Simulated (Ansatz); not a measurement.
`NC([SiH3])N[SiH3]` + `C[NH][SnH2][OH]` → `[OH][SnH2][NH][SiH3]` + `CNC(N)[SiH3]`  (redistribution)

Gas-phase electronic energies from Ansatz, PBE0-D4/def2-TZVP geometries. CBS: MP2 limit from def2 TZ/QZ plus the TZ coupled-cluster correction, frozen cores. Elements past krypton have def2 core potentials. For Sn outer-core shells are correlated without core-valence functions, which leaves a few kJ/mol of doubt a bond. One conformer a species, not always the lowest.

```csv
species,CCSD(T)/CBS(def2) energy (Eh)
`NC([SiH3])N[SiH3]`,-731.62322
`C[NH][SnH2][OH]`,-386.16756
`[OH][SnH2][NH][SiH3]`,-637.22589
`CNC(N)[SiH3]`,-480.57819
```

(1) Work out ΔE.

Largest T1 diagnostic among the species: 0.013.

## Answers

(1) ΔE = (-637.22589) + (-480.57819) − (-731.62322) − (-386.16756) = -0.01330 Eh = -8.3 kcal/mol.

In def2-TZVPP, CCSD(T) changes the Hartree–Fock value by +1.0 kcal/mol (the triples alone add +0.1 kcal/mol) and MP2 by +1.0 kcal/mol.
